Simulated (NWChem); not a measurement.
Molecule: CH2FNO2Si; SMILES N#CO[Si@@H](O)F

```xyz
8

N     -0.2549     2.9245    -0.1014
C      0.1537     1.8467     0.0695
O      0.6502     0.6695     0.2811
Si     0.0086    -0.7780    -0.3359
O      0.9815    -1.9673     0.1947
F     -1.4768    -0.8711     0.2427
H      0.0014    -0.7629    -1.7985
H      1.1719    -2.0497     1.1401
```
Atoms are numbered in this order, from 1.

Level: B3LYP/6-31G* (spherical d) (NWChem), optimised geometry, unscaled harmonic frequencies. 

```
frequency (cm⁻¹)  IR intensity (km/mol)
----------------  ---------------------
25                                  2.2
102                                 2.7
195                                69.5
292                                14.4
317                               103.5
371                                54.2
501                                 9.3
517                                 8.0
700                                64.3
786                                56.5
853                               174.9
874                               242.0
929                               133.1
1027                              201.3
1190                              244.7
2382                              210.3
2405                               73.2
3806                              121.8
```

```yaml
zero_point_energy: 24.7 kcal/mol
thermal correction to the enthalpy at 298.15 K (with zero-point energy): 29.7 kcal/mol
heat capacity Cv: 22.7 cal/(mol K)
entropy at 298.15 K and 1 atm (symmetry number 1): 85.2 cal/(mol K)
dipole_moment: 4.28 D
```

Rigid rotor and harmonic oscillator; modes under 100 cm⁻¹ make the entropy uncertain.
